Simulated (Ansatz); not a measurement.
Calculated with Ansatz (gas phase, PBE0-D4/def2-TZVP geometries, no zero-point term in ΔE). CCSD(T)/CBS adds triple-zeta CCSD(T) − MP2 to the extrapolated MP2 energy (def2 sets, frozen cores). Functionals use def2-TZVPP. B3LYP here is the variant with VWN-RPA as its local correlation; programs differ in this. For Ge outer-core shells are correlated without core-valence functions, which leaves a few kJ/mol of doubt a bond. Scalar relativity is left out up to krypton. Each species was taken in one conformer, which may not be the lowest.

`[BH2][AlH][S]C` + `S[CH2][GeH3]` → `BS[CH2][GeH3]` + `C[S][AlH2]`  (cleavage of the B–Al bond)

`[BH2][AlH][S]C`:

Z-matrix (Å, degrees):
```
C
S 1 1.823
H 1 1.089 2 111.2
H 1 1.089 2 111.5 3 -123.0
H 1 1.089 2 107.1 3 118.5
Al 2 2.182 1 103.1 3 67.7
B 6 2.121 2 119.0 1 -0.1
H 6 1.588 2 114.7 1 -179.9
H 7 1.200 6 122.6 2 -91.2
H 7 1.200 6 122.7 2 88.0
```

`S[CH2][GeH3]`:

```xyz
9

S    -0.149    0.383   -2.043
C     0.456   -0.546   -0.615
Ge   -0.029    0.293    1.092
H    -1.435    0.463   -1.666
H     1.543   -0.548   -0.708
H     0.121   -1.583   -0.655
H     0.431   -0.581    2.275
H    -1.560    0.440    1.139
H     0.623    1.679    1.182
```

`BS[CH2][GeH3]`:

```xyz
11

B    -1.852    0.025   -1.229
S    -1.501   -0.615    0.362
C     0.282   -0.927    0.377
Ge    1.307    0.703    0.776
H    -2.993    0.306   -1.434
H    -0.994    0.155   -2.048
H     0.470   -1.677    1.147
H     0.587   -1.341   -0.584
H     1.046    1.730   -0.335
H     0.840    1.268    2.126
H     2.808    0.371    0.843
```

`C[S][AlH2]`:

```xyz
8

C    -0.115   -1.196   -0.685
S     1.120   -0.444    0.424
Al    0.224    1.473    0.892
H     0.356   -1.402   -1.645
H    -0.970   -0.539   -0.839
H    -0.456   -2.132   -0.245
H    -1.184    1.802    0.244
H     1.025    2.437    1.855
```

```csv
level,ΔE (kcal/mol),difference from CCSD(T)/CBS
PBE-D4,-34.5,-1.2
r2SCAN-D4,-35.0,-1.7
PBE0-D4,-33.6,-0.3
B3LYP-D4,-33.9,-0.6
ωB97X-V,-32.8,0.5
ωB97M-V,-34.1,-0.8
B2PLYP,-34.2,-0.9
PBE,-34.1,-0.8
r2SCAN,-35.0,-1.7
PBE0,-33.3,0.0
B3LYP,-33.3,0.0
HF/def2-TZVPP,-30.1,3.2
MP2/def2-TZVPP,-35.5,-2.2
SCS-MP2/def2-TZVPP,-33.9,-0.6
CCSD/def2-TZVPP,-32.1,1.2
CCSD(T)/def2-TZVPP,-33.2,0.1
HF/def2-QZVPP,-29.9,3.4
MP2/def2-QZVPP,-35.5,-2.2
SCS-MP2/def2-QZVPP,-33.9,-0.6
HF/CBS(def2),-29.9,3.4
MP2/CBS(def2),-35.6,-2.3
CCSD/CBS(def2),-32.1,1.2
CCSD(T)/CBS,-33.3,0
```

Largest T1 diagnostic among the species: 0.013.

In def2-TZVPP, CCSD(T) changes the Hartree–Fock value by −3.2 kcal/mol (the triples alone add −1.1 kcal/mol) and MP2 by −5.5 kcal/mol. From PBE to PBE0 (25 % exact exchange), in def2-TZVPP and without D4, ΔE moves by +0.8 kcal/mol.
